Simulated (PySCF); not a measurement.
A PySCF script (with the pyscf-properties extension) for the NMR shieldings of SMILES C#C[SiH2][Si@H]1C[C@H](S[SiH3])C1, C₅H₁₂SSi₃, on a GFN2-xTB geometry:

```python
import basis_set_exchange as bse
import numpy as np
from pyscf import gto, dft
from pyscf.prop import nmr

atoms = """
C    -1.747889    2.787103   -0.620155
C    -2.247331    1.704104   -0.777203
Si   -2.947050    0.001854   -0.989116
Si   -1.331933   -1.534740   -0.362975
C     0.444041   -1.013804   -0.873595
C     0.657618   -0.426619    0.522832
S     2.331407   -0.713045    1.227433
Si    3.459088    0.720121    0.126359
C    -0.454479   -1.136834    1.296440
H    -1.325967    3.742578   -0.487601
H    -3.335036   -0.102569   -2.402623
H    -4.166805   -0.043621   -0.171916
H    -1.609169   -2.966543   -0.558152
H     1.105978   -1.861534   -1.042774
H     0.599056   -0.301007   -1.681788
H     0.498651    0.652894    0.522583
H     4.786521    0.635756    0.705569
H     2.830707    2.023267    0.324074
H     3.446752    0.380005   -1.293335
H    -0.066231   -2.018734    1.802069
H    -0.936848   -0.511691    2.044348
"""
names = dict.fromkeys(["C", "Si", "S", "H"], "pcSseg-1")
basis = {el: gto.basis.parse(bse.get_basis(n, elements=[el], fmt="nwchem")) for el, n in names.items()}
mol = gto.M(atom=atoms, basis=basis, charge=0, verbose=0)
mf = dft.RKS(mol, xc="PBE0")
mf.grids.level = 2
mf.grids.alignment = dft.numint.BLKSIZE   # the property module wants whole blocks of grid points
mf.conv_tol = 1e-9
mf.kernel()

calc = nmr.RKS(mf)   # GIAO
C = mf.mo_coeff
Co = C[:, mf.mo_occ > 0]
resp = mf.gen_response(singlet=True, hermi=2)
def vind(x):   # induced exchange potential for any number of trial vectors
    d = np.einsum("pi,xij,qj->xpq", C, 2 * x.reshape(-1, C.shape[1], Co.shape[1]), Co, optimize=True)
    return np.einsum("xpq,pi,qj->xij", resp(d - d.transpose(0, 2, 1)), C, Co, optimize=True).ravel()
mo1, _ = nmr.rhf.solve_mo1(calc, with_cphf=vind)
sigma = calc.kernel(mo1)
for i, s in enumerate(sigma):   # ppm
    w = np.linalg.eigvalsh((s + s.T) / 2)
    print("%2d %-2s iso %8.1f  s11 %8.1f  s22 %8.1f  s33 %8.1f" % (i, mol.atom_pure_symbol(i), w.mean(), *w))
```

**Question.** What does it print?

**Answer.** 
```
 0 C  iso     80.4  s11     -7.5  s22     -2.6  s33    251.4
 1 C  iso    103.0  s11      7.9  s22     12.9  s33    288.3
 2 Si iso    448.1  s11    428.7  s22    457.2  s33    458.4
 3 Si iso    399.6  s11    362.9  s22    412.5  s33    423.4
 4 C  iso    162.0  s11    134.2  s22    155.1  s33    196.8
 5 C  iso    142.0  s11    117.3  s22    144.0  s33    164.5
 6 S  iso    577.8  s11    327.8  s22    509.2  s33    896.6
 7 Si iso    408.5  s11    362.7  s22    401.1  s33    461.5
 8 C  iso    163.5  s11    140.8  s22    152.4  s33    197.3
 9 H  iso     29.7  s11     24.0  s22     25.4  s33     39.8
10 H  iso     27.3  s11     23.7  s22     25.2  s33     33.1
11 H  iso     27.3  s11     23.6  s22     25.2  s33     33.1
12 H  iso     26.7  s11     22.9  s22     24.9  s33     32.4
13 H  iso     29.8  s11     26.2  s22     29.7  s33     33.6
14 H  iso     29.5  s11     25.6  s22     28.4  s33     34.4
15 H  iso     28.0  s11     23.0  s22     28.3  s33     32.7
16 H  iso     27.3  s11     23.5  s22     24.6  s33     33.7
17 H  iso     27.1  s11     23.4  s22     25.5  s33     32.4
18 H  iso     27.1  s11     23.1  s22     25.9  s33     32.2
19 H  iso     29.8  s11     25.6  s22     29.4  s33     34.3
20 H  iso     29.7  s11     25.9  s22     27.3  s33     35.7
```

These numbers come from an equivalent density-fitted implementation of the same equations, which agrees with the script to about 0.01 ppm for H and up to a few tenths of a ppm for heavy atoms, so last digits may differ.

**Question.** Turn these shieldings into chemical shifts. Shifts are taken against calculated references (same method and geometry level): $^{13}$C (σ = 186.93 ppm), $^{29}$Si (σ = 349.16 ppm), $^{1}$H (σ = 31.72 ppm) against TMS; $^{33}$S (σ = 503.73 ppm) vs CS2.

**Answer.** Averaging equivalent atoms: C 0: 106.5; C 1: 83.9; C 5: 45.0; C 4/8: 24.2; Si 3: -50.4; Si 7: -59.3; Si 2: -99.0; S 6: -74; H 12: 4.99; H 16/17/18: 4.56; H 10/11: 4.38; H 15: 3.73; H 14/20: 2.15; H 9: 2.02; H 13/19: 1.92 ppm. 

Size and cost of the density-fitted run: 241 basis functions, 120 s wall time on 1 thread of an Arm Neoverse N1, shared host; peak memory 1.1 GiB.
